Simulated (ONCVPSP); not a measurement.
**Ar (Z = 18): what ONCVPSP 4.0.1 does with a changed input**

Command:

```bash
oncvpsp.x < Ar.dat > Ar.out
```

Input:

```
# ATOM AND REFERENCE CONFIGURATION
# atsym  z   nc   nv     iexc    psfile
  Ar 18.00    1    4  -116133      upf
#
#   n    l    f
    1    0    2.00
    2    0    2.00
    2    1    6.00
    3    0    2.00
    3    1    6.00
#
# PSEUDOPOTENTIAL AND OPTIMIZATION
# lmax
    2
#
#   l,   rc,      ep,       ncon, nbas, qcut
    0    0.80    0.00    4    9   15.10
    1    0.65    0.00    4    7   22.80
    2    0.90    0.07    5    8   12.60
#
# LOCAL POTENTIAL
# lloc, lpopt,  rc(5),   dvloc0
    4    5    0.55    4.00
#
# VANDERBILT-KLEINMAN-BYLANDER PROJECTORs
# l, nproj, debl
    0    2    2.70
    1    2    0.80
    2    2    3.60
#
# MODEL CORE CHARGE
# icmod, fcfact, rcfact
    3    0.00    0.00
#
# LOG DERIVATIVE ANALYSIS
# epsh1, epsh2, depsh
  -12.00    5.00    0.04
#
# OUTPUT GRID
# rlmax, drl
    6.00    0.01
#
# TEST CONFIGURATIONS
# ncnf
    4
# nvcnf
#   n    l    f
    4
    2    0    2.00
    2    1    6.00
    3    0    2.00
    3    1    5.00
#
    4
    2    0    2.00
    2    1    6.00
    3    0    2.00
    3    1    4.00
#
    4
    2    0    2.00
    2    1    6.00
    3    0    2.00
    3    1    3.00
#
    4
    2    0    2.00
    2    1    6.00
    3    0    2.00
    3    1    5.50
#
```

This is an input that runs to its end, with one change: model core set to icmod 3, fcfact 0.00, rcfact 0.00.

Question: How does the run end?

Answer: The program refuses the input: "test_data: must have fcfact>0.0 for icmod= 1 or 3".

```
ONCVPSP  (Optimized Norm-Conservinng Vanderbilt PSeudopotential)
scalar-relativistic version 4.0.1

test_data: must have fcfact>0.0 for icmod= 1 or 3
test_data: must have rcfact>0.0 for icmod= 3
ERROR: test_data found   2 ERROR; stopping
```
